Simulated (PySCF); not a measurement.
Steps of a relaxation of Tl(OH)3(NH3)

Tl(OH)3(NH3) (singlet). PySCF 2.14.0, RKS PBE0, Tl def2-SVP with ECP60, O def2-SVP, H def2-SVP, N def2-SVP; non-relativistic Hamiltonian with scalar-relativistic core potentials where named; density fitting; no spin-orbit coupling. Origin of the start: template. Columns: position (Å) and force (eV/Å). Energies are counted from the last step; some of the 57 steps are shown. Forces carry noise of the integration grid, about 0.01 to 0.03 eV/Å.

Run from Python with OMP_NUM_THREADS=2. Where DIIS fails, smearing, a level shift and second-order steps follow.
It took 4.5 min on 2 threads of Arm Neoverse V1 (shared host), from the converged density of the start.

```xyz
11
step 0  E = 2.551 eV
Tl    0.0125   -0.0116    0.0098     0.10   -0.24    0.46
O     1.1455    1.1214    1.1428     1.59    2.45    1.09
H     1.6651    1.3935    1.9099    -0.56   -0.61   -0.38
O    -1.1205   -1.1446    1.1428    -2.06   -2.14    1.23
H    -1.6401   -1.4167    1.9099     0.37    0.76   -0.35
O     1.1455   -1.1446   -1.1232     1.43   -0.88   -2.33
H     1.6651   -1.9117   -1.3953    -0.63    0.34    0.65
N    -1.3096    1.3105   -1.3123    -0.49    0.56   -0.61
H    -1.9228    1.9237   -0.7753     0.03   -0.03    0.23
H    -0.7726    1.9237   -1.9255     0.21    0.00    0.00
H    -1.9228    0.7735   -1.9255     0.02   -0.22    0.02
```

```xyz
11
step 19  E = 0.055 eV
Tl    0.2017   -0.1970    0.1777    -0.05    0.00    0.04
O     0.6882    1.5076    1.3029     0.39   -0.04    0.31
H     1.4934    1.3153    1.8181    -0.38    0.09   -0.29
O    -1.2247   -1.4902    1.0336     0.01    0.07    0.04
H    -1.4299   -1.1015    1.8955    -0.01   -0.06   -0.06
O     1.2815   -0.8984   -1.4691     0.02   -0.24    0.04
H     1.2137   -1.8650   -1.4281     0.04    0.18   -0.06
N    -1.1805    1.2275   -1.2558    -0.14    0.02    0.00
H    -1.5381    2.0319   -0.7356     0.08   -0.11   -0.10
H    -0.5916    1.5668   -2.0172    -0.05   -0.02    0.03
H    -1.9680    0.7200   -1.6641     0.08    0.10    0.06
```

```xyz
11
step 37  E = 0.004 eV
Tl    0.1517   -0.2947    0.1916    -0.02    0.02   -0.02
O     0.5062    1.5044    1.2334     0.03    0.00    0.04
H     1.4499    1.5657    1.4300    -0.03    0.01   -0.02
O    -1.3723   -1.5577    0.8747    -0.03   -0.03    0.04
H    -1.5346   -1.3174    1.7971     0.01    0.00   -0.05
O     1.5643   -0.9353   -1.2093     0.01    0.04   -0.02
H     1.3573   -1.8570   -1.4082     0.00   -0.04    0.01
N    -1.1775    1.2228   -1.1986    -0.01    0.07   -0.01
H    -1.0108    2.0737   -0.6548    -0.01   -0.06   -0.03
H    -0.8085    1.3626   -2.1383    -0.01   -0.02    0.02
H    -2.1802    1.0498   -1.2598     0.05    0.01    0.02
```

Where does the relaxation end?

It converges at step 56 in C1:
```xyz
11
step 56  E = 0
Tl    0.1492   -0.2948    0.1790
O     0.5099    1.4732    1.2732
H     1.4634    1.5650    1.3945
O    -1.3893   -1.5565    0.8386
H    -1.5653   -1.3031    1.7541
O     1.5741   -0.9234   -1.2165
H     1.4311   -1.8694   -1.3489
N    -1.1840    1.2324   -1.1946
H    -0.9661    2.0938   -0.6905
H    -0.8886    1.3291   -2.1642
H    -2.1890    1.0708   -1.1668
```

How did the contacts change?


| contact | start (Å) | end (Å) |
| --- | --- | --- |
| Tl1–O2 (OH) | 1.962 | 2.110 |
| Tl1–O4 (OH) | 1.962 | 2.096 |
| Tl1–O6 (OH) | 1.962 | 2.091 |
| Tl1–N8 (NH3) | 2.290 | 2.449 |
